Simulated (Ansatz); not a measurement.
Cs₄⁻. Total charge -1; doublet. Geometry r2SCAN/def2-TZVPD.

Cartesian coordinates in Å:
```
Cs -3.5748 2.4836 -1.4156
Cs 6.2595 -0.3575 -0.2635
Cs 1.0448 0.1490 0.3130
Cs -3.7295 -2.2751 1.3661
```

In the def2 sets Cs takes a core potential; there is no spin–orbit coupling. At PBE/def2-SVPD, PBE/def2-TZVPD the highest occupied level of the charge -1 doublet lies above zero (up to 0.01 eV). Its loss leaves the charge 0 singlet, which lies 0.93 eV higher (vertical, at PBE/def2-TZVPD), but this difference is unsure: the singlet is doubtful (geometry relaxed on an unsound state). At PBE0/def2-SVPD, PBE0/def2-TZVPD, CAM-B3LYP/def2-TZVPD the charge -1 doublet is spin-contaminated (final ⟨S²⟩ up to 1.03, 0.75 for a pure state). The geometry of the doublet was relaxed on an unsound state (⟨S²⟩ 1.35, where a pure state has 0.75). The structure comes from a short search, and lower isomers may exist.

(1) Estimate the α-spin orbital energies around the gap (eV) in Ansatz with PBE/def2-SVPD, PBE/def2-TZVPD, PBE0/def2-SVPD, PBE0/def2-TZVPD, CAM-B3LYP/def2-TZVPD.

Answers

(1) 
| orbital | PBE/def2-SVPD | PBE/def2-TZVPD | PBE0/def2-SVPD | PBE0/def2-TZVPD | CAM-B3LYP/def2-TZVPD |
| --- | --- | --- | --- | --- | --- |
| HOMO−5 | -11.04 | -11.02 | -12.50 | -12.48 | -13.73 |
| HOMO−4 | -11.04 | -11.02 | -12.50 | -12.48 | -13.73 |
| HOMO−3 | -11.01 | -10.98 | -12.47 | -12.44 | -13.70 |
| HOMO−2 | -0.59 | -0.57 | -1.04 | -1.02 | -1.60 |
| HOMO−1 | -0.17 | -0.16 | -0.49 | -0.48 | -0.93 |
| HOMO | 0.00 | 0.01 | -0.34 | -0.34 | -0.78 |
| LUMO | 0.34 | 0.35 | 0.63 | 0.64 | 1.16 |
| LUMO+1 | 0.73 | 0.74 | 0.94 | 0.99 | 1.56 |
| LUMO+2 | 0.81 | 0.85 | 0.98 | 1.09 | 1.68 |
| LUMO+3 | 0.81 | 0.86 | 1.00 | 1.09 | 1.69 |
| LUMO+4 | 0.87 | 0.94 | 1.03 | 1.21 | 1.74 |
| LUMO+5 | 0.92 | 0.98 | 1.06 | 1.26 | 1.78 |
| β HOMO | -0.15 | -0.14 | -0.47 | -0.46 | -0.88 |
| β LUMO | 0.31 | 0.32 | 0.65 | 0.66 | 1.11 |
